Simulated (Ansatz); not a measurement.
Sn₂H₆⁺. Total charge 1; doublet. Geometry PBE0-D4/def2-TZVP, that of the neutral singlet; atoms count from 1.

```
atom    x (Å)    y (Å)    z (Å)
 Sn1  -0.0092   1.0641  -0.8817
  H2  -1.1887   2.2122  -0.4290
  H3   1.5109   1.8408  -0.9050
  H4  -0.3615   0.5322  -2.4652
 Sn5   0.0091  -1.0641   0.8817
  H6   1.1645  -2.2287   0.4093
  H7  -1.5211  -1.8193   0.9313
  H8   0.3960  -0.5371   2.4587
```

In the def2 sets Sn takes a core potential; there is no spin–orbit coupling.

**Question.** Estimate the Mulliken populations from the PBE0/def2-TZVP orbitals of Ansatz.

**Answer.** 
| atom | charge (e) | spin (α − β) |
| --- | --- | --- |
| Sn1 | 0.27 | 0.37 |
| H2 | 0.08 | 0.04 |
| H3 | 0.08 | 0.04 |
| H4 | 0.08 | 0.04 |
| Sn5 | 0.27 | 0.37 |
| H6 | 0.08 | 0.04 |
| H7 | 0.08 | 0.04 |
| H8 | 0.08 | 0.04 |
Mulliken values depend strongly on the basis.

**Question.** Where does the spin sit?

**Answer.** Summed by element: Sn 0.74, H 0.26, of 1 unpaired in all. Largest on single atoms: Sn1 0.37, Sn5 0.37, H3 0.04.

**Question.** And the Mayer bond orders between heavy atoms (over 0.3)?

**Answer.** Sn1–Sn5 0.53 (2.76 Å).
